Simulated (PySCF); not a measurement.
Compound: 1,2-dihydro-1,2-azaborine, C4H6BN.
SMILES with atom numbers: `[BH:1]1[CH:2]=[CH:3][CH:4]=[CH:5][NH:6]1`

Structure used (PBE0-D3(BJ)/def2-TZVP), in Å, numbered top down from 1:
```
atom  x, y, z in Å
B1     0.967    0.800   -0.755
C2    -0.037    1.431    0.175
C3    -0.911    0.622    0.849
C4    -0.898   -0.785    0.697
C5     0.001   -1.372   -0.138
N6     0.894   -0.627   -0.835
H7     1.795    1.354   -1.416
H8    -0.101    2.502    0.339
H9    -1.647    1.046    1.528
H10   -1.599   -1.407    1.238
H11    0.037   -2.446   -0.277
H12    1.525   -1.140   -1.429
```

NICS = −σ at a ghost point: NICS(0) at the centroid of the ring atoms, NICS(1) 1 Å to either side along the normal of their mean plane, zz for the tensor component along that normal. Level: GIAO B97-2/pcSseg-2 (PySCF, non-relativistic, gas phase) on the PBE0-D3(BJ)/def2-TZVP geometry, one conformer.

Ring bond lengths (Å): B1–C2 1.507, C2–C3 1.369, C3–C4 1.415, C4–C5 1.360, C5–N6 1.355, N6–B1 1.430.

**Question.** What do the NICS probes read (ppm)?

**Answer.** 
```csv
ring,type,NICS(0),"NICS(1), two faces","NICS(1)zz, two faces",rms pucker (Å),"centre to ring atoms, mean (Å)"
B1–C2–C3–C4–C5–N6,"6-membered ring with B and N; formal bonds 2 double, 4 single",-5.2,-7.1 / -7.1,-21.0 / -21.0,0.00,1.41
```

**Question.** What can be read from them?

**Answer.** 
- B1–C2–C3–C4–C5–N6: mean NICS(1)zz -21.0 ppm, shielded.

**Question.** What is the mean of the two in-plane components of NICS at the second NICS(1) probe listed for ring B1–C2–C3–C4–C5–N6, 1 Å off the ring?

**Answer.** The isotropic value is a third of the trace: (3 × -7.1 − (-21.0))/2 = -0.1 ppm.

**Question.** List the ring angles.

**Answer.** 
- B1–C2–C3–C4–C5–N6: B1 114.7°, C2 118.8°, C3 121.9°, C4 120.1°, C5 120.9°, N6 123.6°; sum 720.0° against 720° for a flat convex ring.

**Question.** How shielded are the nuclei of the rings and their hydrogens (means over atoms taken as equivalent)?

**Answer.** 
```tsv
atoms	environment	σ isotropic (ppm)	principal values of the symmetric part, first atom (ppm)
B1	ring boron	71.7	27.8, 60.8, 126.5
C2	unsaturated ring CH carbon	46.8	-83.3, 35.6, 188.0
C3	unsaturated ring CH carbon	33.7	-91.3, 19.2, 173.1
C4	unsaturated ring CH carbon	68.1	-38.0, 73.3, 168.9
C5	unsaturated ring CH carbon	44.9	-55.0, 39.3, 150.5
N6	ring nitrogen	82.9	-68.3, 90.2, 226.9
H7	B–H hydrogen	26.28	24.2, 26.5, 28.2
H8	vinylic hydrogen	24.26	21.8, 23.3, 27.7
H9	vinylic hydrogen	23.58	21.0, 22.5, 27.2
H10	vinylic hydrogen	25.00	22.3, 24.9, 27.7
H11	vinylic hydrogen	24.14	20.4, 24.6, 27.5
H12	N–H hydrogen	23.51	18.0, 25.6, 26.9
```

**Question.** How do the values depend on the level or the medium?

**Answer.** 
```json
{"level": "B97-2/pcSseg-2, gas", "NICS(0), B1–C2–C3–C4–C5–N6": "-5.2", "mean NICS(1)zz, B1–C2–C3–C4–C5–N6": "-21.0"}
{"level": "KT3/pcSseg-2, gas", "NICS(0), B1–C2–C3–C4–C5–N6": "-5.3", "mean NICS(1)zz, B1–C2–C3–C4–C5–N6": "-20.7"}
{"level": "PBE0/pcSseg-2, gas", "NICS(0), B1–C2–C3–C4–C5–N6": "-5.0", "mean NICS(1)zz, B1–C2–C3–C4–C5–N6": "-21.3"}
{"level": "wB97X-D/pcSseg-2, gas", "NICS(0), B1–C2–C3–C4–C5–N6": "-4.8", "mean NICS(1)zz, B1–C2–C3–C4–C5–N6": "-20.9"}
{"level": "WP04/pcSseg-2, IEF-PCM chloroform", "NICS(0), B1–C2–C3–C4–C5–N6": "-5.5", "mean NICS(1)zz, B1–C2–C3–C4–C5–N6": "-20.3"}
{"level": "wB97X-D/pcSseg-2, IEF-PCM chloroform", "NICS(0), B1–C2–C3–C4–C5–N6": "-4.7", "mean NICS(1)zz, B1–C2–C3–C4–C5–N6": "-21.2"}
```

The geometry is the same throughout; the continuum's cavity takes Bondi-type radii × 1.2.
